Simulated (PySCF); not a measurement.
CH₅AlO₂, SMILES C[O][AlH][OH].

Geometry: PBE-D3(BJ)/def2-SVP. The values are those of a single conformer.

All values below come from TDDFT-ωB97X/def2-SVPD in PySCF.

Vertical excitations. The molecule is in vacuum. State labels are in the subgroup Cs.

```json
[
 {"state": "S1", "symmetry": "A\"", "energy (eV)": "7.13", "λ (nm)": "174", "f": "0.000", "main pairs": "HOMO→LUMO 76 %"},
 {"state": "S2", "symmetry": "A'", "energy (eV)": "7.23", "λ (nm)": "171", "f": "0.004", "main pairs": "HOMO−1→LUMO 71 %, HOMO→LUMO+1 11 %"},
 {"state": "S3", "symmetry": "A\"", "energy (eV)": "7.43", "λ (nm)": "167", "f": "0.001", "main pairs": "HOMO−1→LUMO+1 91 %"},
 {"state": "S4", "symmetry": "A'", "energy (eV)": "7.78", "λ (nm)": "159", "f": "0.106", "main pairs": "HOMO→LUMO+1 81 %"},
 {"state": "S5", "symmetry": "A\"", "energy (eV)": "7.85", "λ (nm)": "158", "f": "0.019", "main pairs": "HOMO−3→LUMO 64 %, HOMO−2→LUMO+1 15 %"},
 {"state": "S6", "symmetry": "A\"", "energy (eV)": "8.24", "λ (nm)": "150", "f": "0.180", "main pairs": "HOMO−2→LUMO+1 79 %"},
 {"state": "S7", "symmetry": "A'", "energy (eV)": "8.34", "λ (nm)": "149", "f": "0.056", "main pairs": "HOMO−4→LUMO 55 %, HOMO−3→LUMO+1 12 %"},
 {"state": "S8", "symmetry": "A'", "energy (eV)": "8.71", "λ (nm)": "142", "f": "0.009", "main pairs": "HOMO−3→LUMO+1 49 %, HOMO−1→LUMO+3 33 %"},
 {"state": "S9", "symmetry": "A\"", "energy (eV)": "8.73", "λ (nm)": "142", "f": "0.059", "main pairs": "HOMO→LUMO+3 55 %, HOMO→LUMO+2 20 %"},
 {"state": "S10", "symmetry": "A'", "energy (eV)": "8.85", "λ (nm)": "140", "f": "0.080", "main pairs": "HOMO−1→LUMO+3 29 %, HOMO−3→LUMO+1 21 %, HOMO−1→LUMO+2 15 %, HOMO−4→LUMO 11 %"},
 {"state": "T1", "symmetry": "A\"", "energy (eV)": "6.98", "λ (nm)": "178", "f": "0", "main pairs": "HOMO→LUMO 71 %"},
 {"state": "T2", "symmetry": "A'", "energy (eV)": "7.02", "λ (nm)": "177", "f": "0", "main pairs": "HOMO−1→LUMO 70 %"},
 {"state": "T3", "symmetry": "A'", "energy (eV)": "7.09", "λ (nm)": "175", "f": "0", "main pairs": "HOMO→LUMO+1 85 %"},
 {"state": "T4", "symmetry": "A\"", "energy (eV)": "7.28", "λ (nm)": "170", "f": "0", "main pairs": "HOMO−1→LUMO+1 79 %, HOMO−2→LUMO+1 13 %"}
]
```
Triplets are in the Tamm–Dancoff approximation, which puts them higher than full response would, so one can lie above its singlet here.
